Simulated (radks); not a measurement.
The nuclear charge of neutral tellurium is varied continuously with 52 electrons held in [Kr] 4d10 5s2 5p4. Calculated with a radial shooting solver on a logarithmic mesh with Libxc functionals: scalar-relativistic Kohn-Sham, PBE, spin-polarised, spherical densities, finite nucleus; open shells are filled with parallel spins first (spin-orbit coupling, left out, can overturn this in heavy ions); Fermi nuclear charge, rms radius 4.7423 fm. By the Hellmann-Feynman theorem dE/dZ = E(electron-nucleus)/Z, the electronic potential at the nucleus (averaged over a nucleus of fixed radius). The scalar-relativistic energy here is not variational (the density holds large components alone), so the two differ by a part that grows with Z.

Z	E (hartree)	E(electron-nucleus)/Z (hartree)	HOMO	e(HOMO) (eV)	<r> HOMO (bohr)
51.8	-6731.02329	-314.375	5p	-3.611	2.813
51.9	-6762.61709	-315.220	5p	-4.393	2.758
52	-6794.29625	-316.066	5p	-5.199	2.707
52.1	-6826.06075	-316.911	5p	-6.031	2.660
52.2	-6857.91060	-317.756	5p	-6.886	2.615
52.3	-6889.84579	-318.601	5p	-7.763	2.574
52.4	-6921.86631	-319.446	5p	-8.663	2.535
52.5	-6953.97219	-320.292	5p	-9.584	2.498
52.6	-6986.16342	-321.137	5p	-10.526	2.463
52.7	-7018.44001	-321.982	5p	-11.489	2.429
52.8	-7050.80198	-322.828	5p	-12.471	2.397
52.9	-7083.24935	-323.673	5p	-13.473	2.367
53	-7115.78212	-324.519	5p	-14.494	2.338

The central difference of E at Z = 52 is -317.218 hartree, to compare with the third column; the second derivative is -8.53 hartree.
